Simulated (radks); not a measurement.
The numbers below are computed, except where a source is named.
Problem. Tc+, 42 electrons, occupied as [Kr] 4d5 5s1 (the NIST ground configuration). Level of theory: Dirac Kohn-Sham, BLYP, spin-unpolarised, spherical densities, finite nucleus; open shells fill j = l - 1/2 first; Fermi nuclear charge, rms radius 4.4112 fm (a radial shooting solver on a logarithmic mesh with Libxc functionals). Some entries of the table are withheld. Estimate them.

| orbital | occ. | eigenvalue (eV) | <1/r> (bohr^-1) | <r^2> (bohr^2) |
|---|---|---|---|---|
| 1s1/2 | 2 | -20868.75 | 44.71 | 0.001586 |
| 2s1/2 | 2 | -2982.990 | 10.20 | 0.02632 |
| 2p1/2 | 2 | (1) | 10.18 | 0.01983 |
| 2p3/2 | 4 | (2) | 9.669 | 0.02118 |
| 3s1/2 | 2 | -525.3544 | 3.506 | 0.1977 |
| 3p1/2 | 2 | -436.4483 | 3.407 | 0.1950 |
| 3p3/2 | 4 | -416.6648 | 3.284 | 0.2050 |
| 3d3/2 | 4 | -259.2701 | (3) | 0.1893 |
| 3d5/2 | 6 | -255.4669 | (4) | 0.1925 |
| 4s1/2 | 2 | -80.6527 | 1.299 | 1.267 |
| 4p1/2 | 2 | -54.6627 | 1.178 | 1.521 |
| 4p3/2 | 4 | -51.6976 | 1.141 | 1.602 |
| 4d3/2 | 4 | -14.0615 | 0.8068 | 3.380 |
| 4d5/2 | 1 | -13.7672 | 0.7973 | 3.460 |
| 5s1/2 | 1 | -11.4085 | 0.4216 | 10.48 |

Solution. 
(1) 2p1/2 eigenvalue (eV): -2751.634
(2) 2p3/2 eigenvalue (eV): -2633.310
(3) 3d3/2 <1/r> (bohr^-1): 3.101
(4) 3d5/2 <1/r> (bohr^-1): 3.070
